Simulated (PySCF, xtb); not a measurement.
Cl2HSi, SMILES Cl[SiH]Cl, multiplicity 2.

Coordinates come from a PBE0-D3(BJ)/def2-TZVP optimisation. The isomer is the one that the SMILES or the coordinates give; other isomers of the formula were not compared.

Calculation: C-PCM-M06-2X/def2-SVP in PySCF.

The values are the electrostatic part of the solvation free energy, E(continuum) − E(gas) at the gas-phase geometry, in a cavity of scaled van der Waals radii (PySCF's table); cavitation and dispersion terms are not included. The dipole moment in vacuum is 1.32 D.

```
solvent            ε  ΔG(elec) (kcal/mol)  dipole (D)
-------------  -----  -------------------  ----------
water          78.36                 -1.2        1.73
chlorobenzene   5.70                 -1.0        1.65
diethylether    4.24                 -0.9        1.62
```

For comparison, GFN2-xTB/ALPB(water) (xtb, at the GFN2-xTB geometry, all terms of that model) gives 0.1 kcal/mol.
